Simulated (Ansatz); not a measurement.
The pair A = H2O (SMILES O) (first 3 atoms), B = CH3F (SMILES CF); geometry from B3LYP-D3(BJ)/def2-TZVP.
(charge 0, multiplicity 1):
```json
[
 {"atom": "O", "x (Å)": "-0.1214", "y (Å)": "-0.0633", "z (Å)": "0.5828"},
 {"atom": "H", "x (Å)": "0.0078", "y (Å)": "0.6366", "z (Å)": "-0.0644"},
 {"atom": "H", "x (Å)": "-0.4799", "y (Å)": "0.3723", "z (Å)": "1.3672"},
 {"atom": "C", "x (Å)": "0.4579", "y (Å)": "-0.3004", "z (Å)": "3.8082"},
 {"atom": "F", "x (Å)": "-0.4778", "y (Å)": "0.6387", "z (Å)": "3.3495"},
 {"atom": "H", "x (Å)": "-0.0737", "y (Å)": "-1.0533", "z (Å)": "4.3888"},
 {"atom": "H", "x (Å)": "0.9402", "y (Å)": "-0.7493", "z (Å)": "2.9415"},
 {"atom": "H", "x (Å)": "1.1838", "y (Å)": "0.2215", "z (Å)": "4.4308"}
]
```

Frozen-core correlation. MP2 and its Hartree–Fock in aug-cc-pVQZ are density fitted.

Programs: Ansatz (Gaussian orbitals). 

The counterpoise-corrected interaction energy is E(AB) − E(A in the pair's basis) − E(B in the pair's basis). Total energies (hartree):

| level | AB | A in the pair's basis | B in the pair's basis |
|---|---|---|---|
| HF/aug-cc-pVTZ | -215.1606913 | -76.0601477 | -139.0967439 |
| MP2/aug-cc-pVTZ | -215.8770219 | -76.3292423 | -139.5418781 |
| HF/aug-cc-pVQZ | -215.1753726 | -76.0654619 | -139.1060697 |
| MP2/aug-cc-pVQZ | -215.9391919 | -76.3518678 | -139.5811742 |
| CCSD(T)/aug-cc-pVTZ | -215.9203296 | -76.3425841 | -139.5716844 |

Task: Work out the counterpoise-corrected interaction energy at the basis-set limit: extrapolate the MP2 correlation part as X⁻³, take Hartree–Fock from the larger set, and add the CCSD(T) − MP2 difference of aug-cc-pVTZ.

Result: 
1. Differences (1 hartree = 627.509 kcal/mol): HF/aug-cc-pVTZ -2.384; MP2/aug-cc-pVTZ -3.703; HF/aug-cc-pVQZ -2.410; MP2/aug-cc-pVQZ -3.859; CCSD(T)/aug-cc-pVTZ -3.803.
2. Correlation parts, MP2 less HF: -1.319 in aug-cc-pVTZ (X = 3), -1.449 in aug-cc-pVQZ (X = 4).
3. Limit (4³·(-1.449) − 3³·(-1.319))/(4³ − 3³) = -1.544; with HF/aug-cc-pVQZ it gives -3.954.
4. CCSD(T) less MP2 in aug-cc-pVTZ: -0.100.
Result: -4.05 kcal/mol, against -3.70 at MP2/aug-cc-pVTZ. It is an estimate of this method's limit, not of the exact value.

Ansatz is a first-principles code.
